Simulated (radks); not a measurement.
Question: The technetium ion Tc+, 42 electrons, occupied as [Kr] 4d5 5s1. Method: scalar-relativistic Kohn-Sham, LDA (Slater exchange, VWN5 correlation), spin-polarised, spherical densities, finite nucleus; open shells are filled with parallel spins first (spin-orbit coupling, left out, can overturn this in heavy ions); Fermi nuclear charge, rms radius 4.4112 fm; computed with a radial shooting solver on a logarithmic mesh with Libxc functionals. Some entries of the table are withheld. Estimate them.

| orbital | occ. | eigenvalue (eV) | <r^2> (bohr^2) |
|---|---|---|---|
| 1s up | 1 | -20846.75 | 0.001590 |
| 1s down | 1 | -20846.72 | 0.001590 |
| 2s up | 1 | -2981.300 | 0.02644 |
| 2s down | 1 | -2980.668 | 0.02643 |
| 2p up | 3 | -2670.959 | 0.02079 |
| 2p down | 3 | -2670.462 | 0.02078 |
| 3s up | 1 | -524.7235 | 0.1985 |
| 3s down | 1 | -524.2554 | 0.1983 |
| 3p up | 3 | -422.8849 | 0.2024 |
| 3p down | 3 | -422.3762 | 0.2021 |
| 3d up | 5 | -257.5478 | 0.1916 |
| 3d down | 5 | -256.8752 | 0.1912 |
| 4s up | 1 | -81.9504 | 1.272 |
| 4s down | 1 | -78.8748 | 1.259 |
| 4p up | 3 | -54.0625 | 1.581 |
| 4p down | 3 | -50.7786 | 1.565 |
| 4d up | 5 | -15.4038 | (1) |
| 5s up | 1 | -12.4315 | (2) |
| 4d down | 0 | -11.9549 | (3) |
| 5s down | 0 | -10.0590 | (4) |
| 5p up | 0 | -7.5537 | 15.09 |
| 5p down | 0 | -5.9215 | 18.95 |
| 6s up | 0 | -3.1762 | 58.30 |
| 6s down | 0 | -2.8272 | 69.07 |

Answer: 
(1) 4d up <r^2> (bohr^2): 3.332
(2) 5s up <r^2> (bohr^2): 9.786
(3) 4d down <r^2> (bohr^2): 3.550
(4) 5s down <r^2> (bohr^2): 11.28
